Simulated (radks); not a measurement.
Results of a calculation; reference values are marked as such.
Task: Species: Yb13+. Configuration: [Kr] 4d10 4f10 5s1 (the NIST ground configuration). Level of theory: scalar-relativistic Kohn-Sham, PBEsol, spin-polarised, spherical densities, finite nucleus; open shells are filled with parallel spins first (spin-orbit coupling, left out, can overturn this in heavy ions); Fermi nuclear charge, rms radius 5.3108 fm (a radial shooting solver on a logarithmic mesh with Libxc functionals). Some entries of the table are withheld. Estimate them.

orbital  occ.  eigenvalue (Ry)  <r> (bohr)
1s up       1        -4518.465     0.01967
1s down     1        -4518.452     0.01967
2s up       1        -782.1284     0.08336
2s down     1        -782.1143     0.08336
2p up       3        -691.9032     0.07415
2p down     3        -691.8910     0.07415
3s up       1        -191.7236      0.2168
3s down     1        -191.5388      0.2167
3p up       3        -164.5120      0.2163
3p down     3        -164.3273      0.2161
3d up       5        -131.3131      0.1961
3d down     5        -131.1697      0.1959
4s up       1        -53.39170      0.4845
4s down     1        -53.03937      0.4846
4p up       3              (1)         (2)
4p down     3              (3)         (4)
4d up       5        -32.46539      0.5453
4d down     5        -32.11453      0.5452
5s up       1        -20.69184       1.025
5s down     0        -20.34121       1.030
4f up       7        -19.14591         (5)
4f down     3        -18.77644         (6)

Result: 
(1) 4p up eigenvalue (Ry): -44.37030
(2) 4p up <r> (bohr): 0.5124
(3) 4p down eigenvalue (Ry): -44.02223
(4) 4p down <r> (bohr): 0.5123
(5) 4f up <r> (bohr): 0.6033
(6) 4f down <r> (bohr): 0.6038
